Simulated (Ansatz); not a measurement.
Cl₂FHSTi (`[F][Ti]([SH])([Cl])[Cl]`), relaxed with RKS PBE-D4/def2-SVP in Ansatz from a rough embedded geometry. The force threshold is 0.03 eV/Å; the program also tests the step.

The species carries charge 0 and has multiplicity 1.

Start:

```xyz
6

F     1.277   -0.175   -1.757
Ti    0.475   -0.214   -0.052
S    -1.875   -0.312   -0.364
Cl    1.126   -2.088    1.156
Cl    1.029    1.689    1.186
H    -2.032    1.100   -0.169
```

**Question.** How much energy does the relaxation release, and in how many steps? (An estimate is asked.)

**Answer.** Ansatz gave: 0.73 eV, in 19 steps, 1 of them rejected.

**Question.** Which bonds change most? (Estimate.)

**Answer.** Computed: Ti2–Cl5 from 2.337 to 2.187 Å; F1–Ti2 from 1.884 to 1.738 Å; Ti2–Cl4 from 2.323 to 2.180 Å; Ti2–S3 from 2.373 to 2.278 Å.

**Question.** Give the relaxed structure. (Estimate.)

**Answer.** Computed: 
```xyz
6

F     0.916    0.108   -1.546
Ti    0.441   -0.121    0.109
S    -1.835   -0.077    0.190
Cl    1.070   -2.049    0.909
Cl    1.245    1.512    1.321
H    -1.836    0.627   -0.984
```
